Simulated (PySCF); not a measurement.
(Cl)2Sn(OSiH2)2O.
Bonds: Sn1–Cl2, Sn1–Cl3, Sn1–O4, Sn1–O8, O4–Si5, Si5–O6, O6–Si7, Si7–O8. Hydrogens: H9, H10 on Si5; H11, H12 on Si7.

Computed, not measured: PySCF, PBE0-D3(BJ)/def2-SVP geometry optimisation, gas phase, def2 core potentials past Kr.

(1) How far are the bound atoms from Sn1?

(2) List the angles at Sn1.

(3) What is the shape at Sn1?

(4) What are the other bond lengths?

(5) Give some angles away from the centre.

Results:

(1) 4 atoms: O8 1.955 Å, O4 1.955 Å, Cl3 2.306 Å, Cl2 2.308 Å. The nearest atom not counted as bound is Si5, at 3.24 Å (others tie with it).

(2) 
```
      angle  degrees  distance of the outer atoms (Å)
 Cl3–Sn1–O8    110.4                             3.50
 Cl3–Sn1–O4    110.3                             3.50
 Cl2–Sn1–O4    110.2                             3.50
Cl2–Sn1–Cl3    109.9                             3.78
 Cl2–Sn1–O8    109.8                             3.49
  O4–Sn1–O8    106.3                             3.13
```

(3) Tetrahedral: angles from 106.3° to 110.4°; τ4 = (360° − α − β)/141° = 0.99 with α and β the two widest (0 for a square, 1 for a tetrahedron).

(4) O4–Si5, Si7–O8 1.668 Å; Si5–O6, O6–Si7 1.659 Å; Si5–H9 and 3 like bonds 1.486 Å.

(5) Sn1–O4–Si5 126.8°, O4–Si5–O6 108.4°, Si5–O6–Si7 142.6°.

Point group: near C2v, missed by 0.21 Å at most; the miss may be what the optimiser left on a soft mode. Charge 0, singlet. Stationary, but not proved a minimum.

One conformer stands for the species.
